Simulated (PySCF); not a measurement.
## Does the structure fit the spectrum?

A compound C$_{4}$H$_{12}$O$_{2}$Si$_{3}$ gives the data below (simulated from a calculation) and was assigned the structure `C/C(=C\C(=O)O)[SiH]([SiH3])[SiH3]`.

¹³C{¹H} NMR (computed): δ 183.5 (C), 143.3 (CH2), 141.4 (CH), 8.6 (C).

¹H NMR (400 MHz, computed): δ 6.49 (m, 1H), 6.39 (m, 1H), 6.29 (br s, 1H), 6.15 (m, 1H), 4.75 (d, 2H), 4.28 (s, 6H).

- GFN2-xTB geometry
- shieldings: GIAO PBE0/pcSseg-1
- program: PySCF 2.14
- single conformer, rapidly exchanging positions averaged, relativity neglected, in vacuum

Scale: TMS for ¹H and ¹³C (reference shieldings calculated alike).

Task: Compare with the shifts computed for the proposed structure, pairing carbons in order of shift.

Result: Mapped SMILES: `[CH3:1]/[C:2](=[CH:3]\[C:4](=[O:5])[OH:6])[SiH:7]([SiH3:8])[SiH3:9]`. Each H is labelled by its parent atom.

```json
{"atom": "C2", "computed for proposal": "176.1", "given list": "183.5", "difference": "-7.4"}
{"atom": "C4", "computed for proposal": "169.9", "given list": "143.3", "difference": "+26.6"}
{"atom": "C3", "computed for proposal": "132.4", "given list": "141.4", "difference": "-9.0"}
{"atom": "C1", "computed for proposal": "23.3", "given list": "8.6", "difference": "+14.7"}
```

The rms difference is 16.3 ppm and the largest +26.6 ppm at C4 (carboxylic acid carbon). The carbon types in order of shift don't match either: C, C, CH, CH3 for the proposal against C, CH2, CH, C in the data. The proposal doesn't fit.

Task: Which isomer fits?

Result: SMILES C=C[SiH2]C([SiH3])([SiH3])C(=O)O.

Carbon types of the structure: 2 × C, 1 × CH, 1 × CH2, leaving 9 H on heteroatoms. δC 183.5: carboxylic acid carbon; it is a carbonyl in resonance with an O or N lone pair, the region of acids, esters and amides. δC 143.3: terminal =CH2 carbon; an sp2 carbon of a C=C bond. δC 141.4: alkene CH; as expected for a trigonal carbon in a double bond. δH 6.49, 6.15: hydrogen on a terminal =CH2 carbon; a vinylic proton, deshielded by the sp2 carbon and the C=C anisotropy.

The shifts were computed for this structure.

The OH or NH signal is concentration- and solvent-dependent in practice; the value given is the gas-phase one. Shifts are as computed. Against solution values, carbons near 30 ppm lie about +3 ppm off and those near 130 ppm about +5 ppm. Of 1309 compounds with measured shifts, 239 miss one by over three times the rms of a fit or turn the order of signals round; such compounds aren't used in these exercises. Hydrogen bonding in solution deshields acid and N–H amide carbonyl carbons by as much as 10 ppm beyond these values. No couplings were computed; multiplicities are counted from neighbouring protons, with m where these are inequivalent, close in shift, in a saturated or five-membered ring or joined by F or P, and br s for small geminal =CH2 splittings.
